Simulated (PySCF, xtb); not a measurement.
CH6NO2Ta, SMILES [CH3][Ta](=[NH])([OH])[OH], multiplicity 1. One conformer was computed; it need not be the lowest.

Harmonic wavenumbers (cm⁻¹) from GFN2-xTB (xtb 6.7.1) at its own minimum, in rising order: 81, 95, 119, 129, 142, 159, 324, 344, 380, 417, 436, 465, 492, 528, 559, 684, 698, 897, 1258, 1469, 1479, 2996, 3019, 3022, 3448, 3662, 3668.

Problem. What does B3LYP-D3(BJ)/def2-SVP run with PySCF 2.14.0 give at its own minimum? (An estimate is asked for; the answer gives what the named calculation found.)

Solution. 157, 160, 172, 181, 207, 211, 388, 391, 453, 492, 528, 579, 592, 597, 651, 708, 715, 983, 1197, 1410, 1415, 3004, 3095, 3111, 3660, 3900, 3904. Paired by order, the mean absolute difference is 84 cm⁻¹ and the zero-point energies are 44.3 and 47.0 kcal/mol.
